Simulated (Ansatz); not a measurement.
Input file for Ansatz (a quantum-chemistry and plane-wave program): R-PBE/def2-TZVPP on CH4O2Si (SMILES CO[Si]O).

Ansatz 0.2 input:
```yaml
crystal:
  periodic: [false, false, false]
  atoms:
    - {symbol: C, position_ang: [-1.39587380, -0.34179892, 0.10088090]}
    - {symbol: O, position_ang: [0.02108631, -0.38696429, 0.02670786]}
    - {symbol: Si, position_ang: [1.00339255, 0.93075735, -0.09233418]}
    - {symbol: O, position_ang: [2.45477421, 0.12862126, -0.12927827]}
    - {symbol: H, position_ang: [-1.71999568, -0.80743361, 1.03263407]}
    - {symbol: H, position_ang: [-1.77853667, 0.68379735, 0.06754628]}
    - {symbol: H, position_ang: [-1.81555940, -0.90070866, -0.73668082]}
    - {symbol: H, position_ang: [3.23071247, 0.69372952, -0.20003337]}
basis:
  gaussian:
    orbitals: def2-TZVPP
hamiltonian:
  xc: {name: PBE}
scf: {lower_state_search: off}
```

The head of its log:

```
WARN ansatz: RAYON_NUM_THREADS=1 ignored (pool sized by the plan → 1); use --threads N
Functional definition: PBE
these checks for a lower state are left out or cut short: stability, starts, cluster_reference, orbital_swaps, neighbouring_geometries, increment
integrals: 0.09 GiB planned
1006 factors; their error is unknown
mean field: 0.67 GiB planned
mean field evaluation 1: about -13054.2113 eV, gradient 8.7e1 eV
mean field evaluation 2: about -12972.5734 eV, gradient 2.1e2 eV
```

Question: What total energy does the run end on?

Answer: -480.2354 hartree.
